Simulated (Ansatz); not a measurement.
ClFH₃Si₂, SMILES `F[Si]([SiH3])Cl` radical, relaxed with UKS PBE0-D4/def2-TZVP in the Gaussian-basis code of Ansatz from a PBE-D4/def2-SVP geometry. The force threshold is 0.005 eV/Å; the program also tests the step.

Total charge 0; spin multiplicity 2.

Start:

```xyz
7

F     0.216   -2.251   -0.882
Si   -0.395   -0.746   -1.155
Si   -0.180    0.512    0.853
Cl    0.814    0.161   -2.602
H    -0.684    1.900    0.572
H    -1.028   -0.134    1.912
H     1.256    0.558    1.302
```

Q: How much energy does the relaxation release, and in how many steps? (An estimate is asked.)

A: The calculation gave: 4.92 kJ/mol, in 8 steps.

Q: Which bonds change most? (An estimate is asked.)

A: Computed: F1–Si2 from 1.647 to 1.603 Å; Si2–Cl4 from 2.092 to 2.058 Å; Si2–Si3 from 2.379 to 2.359 Å; Si3–H5 from 1.503 to 1.484 Å.

Q: Give the relaxed structure. (An estimate is asked.)

A: Ansatz gave: 
```xyz
7

F     0.191   -2.218   -0.906
Si   -0.370   -0.734   -1.137
Si   -0.171    0.510    0.858
Cl    0.807    0.130   -2.588
H    -0.686    1.871    0.565
H    -1.013   -0.138    1.896
H     1.243    0.579    1.312
```
